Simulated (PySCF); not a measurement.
```xyz
8

C     -2.0453     0.2982    -0.6402
B     -0.7448     0.1091    -0.2181
B      0.7428    -0.1080     0.2613
C      2.0452    -0.2981     0.6773
H     -2.6687     1.1058    -0.2735
H     -2.5234    -0.3503    -1.3657
H      2.8906     0.1569     0.1734
H      2.3037    -0.9135     1.5317
```

Charge 0, multiplicity 1.

Question: Give the Mulliken and meta-Löwdin atomic charges from TPSSh-D3(BJ)/def2-TZVP // CAM-B3LYP-D3(BJ)/def2-TZVP (PySCF).

Answer: 
```
atom  Mulliken (e)  meta-Löwdin (e)
----  ------------  ---------------
C1           -0.16            -0.36
B2           -0.15             0.04
B3           -0.15             0.04
C4           -0.16            -0.36
H5            0.16             0.16
H6            0.16             0.16
H7            0.16             0.16
H8            0.16             0.16
```
